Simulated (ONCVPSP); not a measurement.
What the settings do to the ONCV potential of manganese (Mn)

Base potential:

Mn, optimised norm-conserving Vanderbilt (ONCV), made with ONCVPSP 4.0.1 (PBE, scalar-relativistic). Core [Ne], reference 3s2 3p6 3d4 (charge +3). Waves: 3s: rc 1.15 bohr, ncon 4, nbas 8, qcut 11.7 1/bohr, 2 projectors, debl 1.7 Ha; 3p: rc 0.80 bohr, ncon 4, nbas 9, qcut 11.5 1/bohr, 2 projectors, debl 3.2 Ha; 3d: rc 1.70 bohr, ncon 4, nbas 9, qcut 9.8 1/bohr, 2 projectors, debl 1.3 Ha. Local part: polynomial inside 0.55 bohr (lpopt 5, dvloc0 0 Ha). Core correction: Teter function, fcfact 3.5, rcfact 1.3.

In the s channel the program set the typed energies aside and used -4.477, 0.250 Ha. In the p channel the program set the typed energies aside and used -3.318, 0.250 Ha. In the d channel the program set the typed energies aside and used -1.514, 0.250 Ha.

All-electron outer shells of the reference configuration (PBE, scalar-relativistic, ld1.x):

```csv
shell,level (eV),outermost node (bohr),outermost maximum (bohr)
3s,-121.83,0.34,0.74
3p,-90.29,0.31,0.75
3d,-41.20,–,0.75
```

Cutoffs, loose and tight: the cutoffs (Ha) at which the residual kinetic energy of the hardest occupied pseudo-wave falls to 1 and 0.1 mHa per electron. They do not see the model core or the augmentation charge, which bear on the density cutoff. Test errors are all-electron minus pseudo excitation energies from the reference, over the configurations 3s2 3p6 3d5 4s2; 3s2 3p6 3d5 4s1; 3s2 3p6 3d5; 3s2 3p6 3d5 4p2. A dash means not determined; rows that change the core or the reference have their own tests.

A true bound ghost makes a file unfit for plane-wave use even where its test errors are small: the radial tests pick states by their node count and pass the ghost by.

```tsv
change	outcome	cutoff, loose	cutoff, tight	bound ghosts	GHOST(+) flags above zero	largest test error (meV)
base	generated, projector energies reset by the program	56 Ha	102 Ha	none	s	+87
all radii but the core radius scaled by about 0.95 (s 1.10, p 0.76, d 1.62 bohr); local potential polynomial inside 0.52 bohr (lpopt 5, dvloc0 0 Ha)	generated, projector energies reset by the program	57 Ha	102 Ha	none	s	+73
core correction Teter function, fcfact 3.5, rcfact 1.26	generated, projector energies reset by the program	56 Ha	102 Ha	none	s	+87
d: qcut 9	generated, projector energies reset by the program	56 Ha	102 Ha	none	s	+104
p: qcut 9	generated, projector energies reset by the program	83 Ha	380 Ha	none	s	+87
p: rc 0.64	generated, projector energies reset by the program	251 Ha	649 Ha	none	s, p	+87
local potential polynomial inside 0.55 bohr (lpopt 5, dvloc0 3 Ha)	generated, projector energies reset by the program	56 Ha	102 Ha	none	s	+87
```

Problem. What comes out with this change to the base: p: nproj 3?

Solution. outcome: generated, projector energies reset by the program; cutoff, loose: 56 Ha; cutoff, tight: 102 Ha; bound ghosts: p; GHOST(+) flags above zero: s, p; largest test error (meV): +87.

Problem. What comes out with this change to the base: reference 3s2 3p6 3d5 4s1 4p1; waves 3s+4s: rc 1.15 bohr, ncon 4, nbas 8, qcut 11.7 1/bohr, 2 projectors; 3p+4p: rc 0.80 bohr, ncon 4, nbas 9, qcut 11.5 1/bohr, 2 projectors?

Solution. outcome: generated; cutoff, loose: 55 Ha; cutoff, tight: 100 Ha; bound ghosts: none; GHOST(+) flags above zero: s; largest test error (meV): +75.

Problem. What comes out with this change to the base: p: nbas 8?

Solution. outcome: generated, projector energies reset by the program; cutoff, loose: 57 Ha; cutoff, tight: 107 Ha; bound ghosts: none; GHOST(+) flags above zero: s; largest test error (meV): +87.
